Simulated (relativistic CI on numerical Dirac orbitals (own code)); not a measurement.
**Electric-dipole transitions in Hf64+**

Computed by Dirac-Coulomb-Breit CI, separate exchange-only KLI orbitals for each configuration, model QED, unscaled Slater integrals (own radial code, finite nucleus).

Configuration list (outside the closed core 1s2): 2s²2p⁴, 2s2p⁵, 2p⁶, 2p⁵3s, 2p⁵3p, 2s²2p³3s, 2p⁵3d, 2s²2p³3p, 2s²2p³3d, 2s2p⁴3s, 2s2p⁴3p, 2s2p⁴3d, 2s²2p³4s, 2s²2p³4p, 2s²2p³4d, 2s²2p³4f, 2s²2p²3s², 2s2p⁴4s, 2s²2p²3s3p, 2s2p⁴4p, 2s²2p³5s, 2s2p⁴4d, 2s2p⁴4f, 2s²2p²3s3d, 2s²2p³5p, 2s²2p²3p², 2s²2p³5d, 2s²2p³5f, 2s²2p³5g, 2s²2p²3p3d, 2s2p³3s², 2s²2p²3d², 2s2p³3s3p, 2s2p³3s3d, 2s2p³3p², 2s2p⁴5s. Levels of other configurations are missing.

```tsv
λ vac (Å)	Lower	Upper	A (s⁻¹)	log gf	S velocity/length
1.0590	2s²2p⁴ ³P2 [1]	2s²2p³4d ³D°3 [199]	7.34e+14	-0.06	0.99
1.2353	2s²2p⁴ ¹D2 [4]	2s²2p³3d ³F°3 [141]	1.18e+15	0.28	1.00
1.2363	2s²2p⁴ ³P2 [1]	2s²2p³3d ³P°1 [68]	1.30e+15	-0.05	0.99
1.2371	2s²2p⁴ ³P2 [1]	2s²2p³3d ³D°2 [67]	1.27e+15	0.16	1.00
1.2375	2s²2p⁴ ³P2 [1]	2s²2p³3d ³F°3 [66]	1.31e+15	0.32	1.00
1.2377	2s²2p⁴ ¹S0 [2]	2s²2p³3d ³D°1 [72]	1.23e+15	-0.07	1.00
1.2381	2s2p⁵ ³P°1 [9]	2s2p⁴3d ³D2 [278]	1.27e+15	0.16	0.99
1.2396	2s2p⁵ ³P°2 [5]	2s2p⁴3d ³P2 [179]	1.09e+15	0.10	0.98
1.2402	2s2p⁵ ³P°2 [5]	2s2p⁴3d ³F3 [176]	1.09e+15	0.25	0.99
1.2413	2s2p⁵ ¹P°1 [6]	2s2p⁴3d ³F2 [193]	1.26e+15	0.16	0.99
1.2454	2p⁶ ¹S0 [10]	2p⁵3d ³D°1 [398]	1.69e+15	0.07	0.99
1.2460	2s2p⁵ ³P°2 [5]	2s2p⁴3d ⁵F3 [169]	5.58e+14	-0.04	0.99
1.2591	2s²2p⁴ ³P2 [1]	2s2p⁴3p ³D°3 [45]	4.92e+14	-0.09	1.00
1.3905	2s²2p⁴ ³P1 [3]	2s²2p³3d ³P°2 [81]	9.19e+14	0.12	1.00
1.3929	2s²2p⁴ ¹D2 [4]	2s²2p³3d ³F°3 [82]	1.09e+15	0.34	1.00
1.3938	2s²2p⁴ ³P0 [7]	2s²2p³3d ³D°1 [146]	2.78e+15	0.39	1.00
1.3941	2s2p⁵ ³P°2 [5]	2s2p⁴3d ³D3 [111]	1.20e+15	0.39	0.99
1.3952	2s²2p⁴ ³P1 [3]	2s²2p³3d ¹P°1 [78]	1.17e+15	0.01	1.00
1.3965	2s2p⁵ ³P°1 [9]	2s2p⁴3d ³D2 [218]	2.06e+15	0.48	0.99
1.3970	2s²2p⁴ ³P2 [1]	2s²2p³3d ³D°3 [25]	2.06e+15	0.63	1.00
1.3973	2s²2p⁴ ¹D2 [4]	2s²2p³3d ¹D°2 [80]	1.67e+15	0.39	0.99
1.3977	2s²2p⁴ ³P1 [3]	2s²2p³3d ³D°2 [77]	1.56e+15	0.36	1.00
1.3977	2s²2p⁴ ¹D2 [4]	2s²2p³3d ¹F°3 [79]	1.38e+15	0.45	1.00
1.3995	2s²2p⁴ ³P2 [1]	2s²2p³3d ³D°2 [24]	9.22e+14	0.13	1.00
1.4027	2s2p⁵ ¹P°1 [6]	2s2p⁴3d ¹D2 [114]	2.17e+15	0.51	0.99
1.4044	2s²2p⁴ ¹S0 [2]	2s²2p³3d ³D°1 [26]	1.27e+15	0.05	1.00
1.4047	2s2p⁵ ³P°2 [5]	2s2p⁴3d ³P2 [108]	1.59e+15	0.37	0.98
1.4051	2s2p⁵ ¹P°1 [6]	2s2p⁴3d ³P1 [113]	1.44e+15	0.11	0.98
1.4054	2s2p⁵ ³P°1 [9]	2s2p⁴3d ¹P1 [207]	1.53e+15	0.13	0.99
1.4064	2s2p⁵ ³P°2 [5]	2s2p⁴3d ³D3 [106]	1.02e+15	0.32	0.99
1.4071	2p⁶ ¹S0 [10]	2p⁵3d ¹P°1 [230]	2.68e+15	0.38	0.99
4.0551	2s²2p³3p ³D3 [15]	2s²2p³4d ³F°4 [194]	1.26e+14	0.45	1.00
4.0807	2s²2p³3p ³P2 [17]	2s²2p³4d ³D°3 [199]	1.03e+14	0.25	0.99
4.1781	2s²2p³3d ³D°2 [19]	2s²2p³4f ³F3 [203]	1.99e+14	0.56	1.00
4.1809	2s²2p³3d ³G°4 [65]	2s²2p³4f ³H5 [297]	2.39e+14	0.84	1.00
4.1864	2s²2p³3d ³F°3 [20]	2s²2p³4f ³G4 [205]	2.37e+14	0.75	1.00
4.1915	2s²2p³3d ³D°1 [21]	2s²2p³4f ³F2 [204]	1.52e+14	0.30	0.99
4.2762	2s²2p³3d ⁵D°4 [70]	2s²2p³4f ⁵F5 [292]	2.50e+14	0.88	1.00
4.2775	2s²2p³3d ³F°4 [73]	2s²2p³4f ³G5 [309]	2.15e+14	0.81	1.00
4.2796	2s2p⁴3d ⁵F5 [97]	2s2p⁴4f ⁵G°6 [385]	2.51e+14	0.95	1.00
4.2805	2s²2p³3d ³G°5 [75]	2s²2p³4f ³H6 [308]	2.51e+14	0.95	1.00
4.2814	2s²2p³3d ³F°4 [23]	2s²2p³4f ³G5 [211]	2.53e+14	0.88	1.00
4.2989	2s²2p³3d ³D°2 [24]	2s²2p³4f ³F3 [210]	2.05e+14	0.60	0.99
4.3237	2s²2p³3d ³D°3 [25]	2s²2p³4f ³F4 [209]	2.25e+14	0.75	0.99
4.3354	2s²2p³3d ³D°1 [26]	2s²2p³4f ¹D2 [212]	1.99e+14	0.45	0.99
```

Terms are leading LS components. Brackets give the number of a level in order of energy, since labels repeat. The list gives strong lines, with weight on those to low levels, among the lowest 400 of 1493 levels, so that lines to higher ones, which can be the strongest, are missing. Levels whose partners in the same complex of configurations lie outside the list can be far off, and so can their lines. Rates are taken at the computed energies, electric ones in the length gauge. A velocity-to-length ratio far from 1 marks an uncertain rate.

At this charge energies of transitions that change n are usually good to better than 1 %, and those within a shell (Δn = 0) to a few per cent.

LS names give the leading component of a level, which can be under half, so a name can repeat, a term be missing and a line seem to break the LS rules.
